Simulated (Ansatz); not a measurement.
One change: `N=C[SiH]1C=N1` becomes `Br[SiH]1C=N1`.

Ansatz, PBE0-D4/def2-TZVP geometries, multiplicity 1. Each molecule was computed in one conformer, which needn't be the lowest.

Scalar relativity is left out up to krypton. Spin–orbit coupling is left out; it splits and shifts lone-pair levels of the heavy atoms by tenths of an eV.

```json
{"property": "LUMO energy (ωB97M-V/def2-TZVPP) / eV", "`N=C[SiH]1C=N1`": "0.51"}
{"property": "HOMO energy (PBE/def2-TZVPP) / eV", "`N=C[SiH]1C=N1`": "-5.62"}
{"property": "LUMO energy (PBE/def2-TZVPP) / eV", "`N=C[SiH]1C=N1`": "-2.59"}
{"property": "HOMO energy (PBE0/def2-TZVPP) / eV", "`N=C[SiH]1C=N1`": "-6.72"}
{"property": "HOMO–LUMO gap (ωB97M-V/def2-TZVPP) / eV", "`N=C[SiH]1C=N1`": "9.35"}
{"property": "HOMO energy (ωB97M-V/def2-TZVPP) / eV", "`N=C[SiH]1C=N1`": "-8.84"}
```

Q: Give the same properties after the change, and the shifts. (Estimate.)

A: Ansatz gave: 
```json
{"property": "LUMO energy (ωB97M-V/def2-TZVPP) / eV", "`Br[SiH]1C=N1`": "1.16", "shift": "0.65"}
{"property": "HOMO energy (PBE/def2-TZVPP) / eV", "`Br[SiH]1C=N1`": "-5.71", "shift": "-0.09"}
{"property": "LUMO energy (PBE/def2-TZVPP) / eV", "`Br[SiH]1C=N1`": "-2.34", "shift": "0.25"}
{"property": "HOMO energy (PBE0/def2-TZVPP) / eV", "`Br[SiH]1C=N1`": "-6.93", "shift": "-0.21"}
{"property": "HOMO–LUMO gap (ωB97M-V/def2-TZVPP) / eV", "`Br[SiH]1C=N1`": "10.25", "shift": "0.90"}
{"property": "HOMO energy (ωB97M-V/def2-TZVPP) / eV", "`Br[SiH]1C=N1`": "-9.09", "shift": "-0.25"}
```

With PBE0 the HOMO falls by 0.21 eV and the LUMO rises by 0.46 eV, so the gap widens by about 0.67 eV. PBE moves the HOMO by -0.09 eV and ωB97M-V by -0.25 eV. The zero-point energy changes by -78.5 kJ/mol with -9 modes.
